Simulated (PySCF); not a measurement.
Species: SiEt2Cl2, C₄H₁₀Cl₂Si.
Z-matrix (Å and degrees, PBE0-D3(BJ)/def2-SVP geometry), rows numbered from 1:
```
Si
C   1  1.8653
C   2  1.5252  1  114.83
H   2  1.1047  1  106.58  3  -123.23
H   2  1.1046  1  106.87  3   123.61
H   3  1.1004  2  111.48  1  -179.44
H   3  1.1007  2  111.06  1   -59.19
H   3  1.1006  2  111.09  1    60.24
C   1  1.8651  2  115.06  3  -178.30
C   9  1.5253  1  114.58  2  -179.54
H   9  1.1047  1  106.63  2    57.24
H   9  1.1046  1  106.93  2   -56.01
H  10  1.1004  9  111.47  1  -179.46
H  10  1.1006  9  111.03  1   -59.23
H  10  1.1005  9  111.04  1    60.23
Cl  1  2.0773  2  108.63  3    59.68
Cl  1  2.0762  2  108.87  3   -56.54
```

The closed-shell ground state was solved at several levels (PySCF, density fitting, gas phase, non-relativistic).

```json
{"level": "B3LYP/pcSseg-1", "basis functions": "190", "HOMO (eV)": "-8.17", "LUMO (eV)": "0.47", "gap (eV)": "8.64", "dipole (D)": "2.68"}
{"level": "PBE0/def2-SVPD", "basis functions": "238", "HOMO (eV)": "-8.34", "LUMO (eV)": "0.17", "gap (eV)": "8.51", "dipole (D)": "2.60"}
```

(1) What might PBE0/pcSseg-1 (190 basis functions) give for the same quantities?

(2) Over all these levels, which gives the widest orbital gap and which the narrowest?

(3) How far do the dipole and the HOMO energy spread over the levels?

Answers

(1) HOMO -8.40 eV, LUMO 0.69 eV, gap 9.09 eV, dipole 2.74 D.

(2) PBE0/pcSseg-1 has the widest, 9.09 eV, and PBE0/def2-SVPD the narrowest, 8.51 eV. The two share the functional. From the narrowest to the widest the HOMO moves by -0.06 eV and the LUMO by +0.52 eV.

(3) The dipole runs from 2.60 to 2.74 D (mean 2.67 D) and the HOMO from -8.40 to -8.17 eV.

One conformer stands for the species.
